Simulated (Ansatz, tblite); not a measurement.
Forces on Hg₃H₁₂Se₃ at its PBE-D4/def2-SVP geometry. Charge 0, multiplicity 1.

In the def2 sets Hg takes a core potential; there is no spin–orbit coupling. The xTB rows come from tblite. In the singlet geometry the species has come apart into loosely held pieces.

GFN1-xTB (tblite), largest force 1.24 eV/Å:

```xyz
18
positions Å, forces eV/Å
Hg    1.066    2.778   -2.634   -0.236   -0.611    0.579
Hg   -1.506   -3.453   -1.256    0.328    0.762    0.277
Hg    0.445    0.676    3.890   -0.100   -0.149   -0.856
Se    0.903    2.066    0.752    0.473    1.072    0.391
Se   -0.649   -1.660    1.580   -0.305   -0.875    0.815
Se   -0.278   -0.399   -2.331   -0.130   -0.216   -1.209
H     2.610    2.151   -2.727   -0.300    0.248   -0.082
H    -0.453    3.470   -2.601    0.378   -0.046   -0.109
H     0.019   -4.129   -1.328   -0.396    0.014   -0.034
H    -3.065   -2.857   -1.213    0.288   -0.266   -0.058
H     1.984    0.029    3.866   -0.323    0.170    0.157
H    -1.083    1.339    4.004    0.356   -0.121    0.125
H     2.275    2.552    1.040   -0.774   -0.318   -0.177
H     0.326    3.382    1.121    0.293   -0.772   -0.221
H     0.072   -2.791    2.212   -0.380    0.662   -0.385
H    -1.890   -1.997    2.320    0.694    0.227   -0.446
H     0.589   -0.988   -3.381   -0.468    0.332    0.634
H    -1.366   -0.170   -3.313    0.603   -0.114    0.596
```

GFN2-xTB (tblite), largest force 0.91 eV/Å:

```
Hg -0.063 -0.164 0.155
Hg 0.088 0.204 0.074
Hg -0.027 -0.040 -0.229
Se 0.348 0.791 0.288
Se -0.230 -0.643 0.602
Se -0.099 -0.158 -0.891
H 0.318 -0.104 -0.039
H -0.297 0.159 -0.013
H 0.294 -0.163 -0.025
H -0.323 0.094 -0.001
H 0.312 -0.125 0.026
H -0.303 0.138 0.052
H -0.587 -0.192 -0.118
H 0.259 -0.553 -0.153
H -0.318 0.475 -0.259
H 0.535 0.131 -0.308
H -0.378 0.251 0.434
H 0.471 -0.103 0.405
```

r2SCAN-D4/def2-TZVP (Ansatz), largest force 0.53 eV/Å:

```
Hg 0.002 0.005 -0.004
Hg -0.002 -0.006 -0.002
Hg 0.001 0.001 0.007
Se 0.202 0.457 0.167
Se -0.133 -0.372 0.348
Se -0.057 -0.091 -0.515
H -0.267 0.112 0.013
H 0.265 -0.117 -0.008
H -0.267 0.113 0.011
H 0.269 -0.107 -0.009
H -0.267 0.113 0.008
H 0.266 -0.115 -0.016
H -0.319 -0.116 -0.068
H 0.132 -0.308 -0.087
H -0.166 0.265 -0.149
H 0.288 0.081 -0.174
H -0.200 0.137 0.247
H 0.252 -0.052 0.231
```
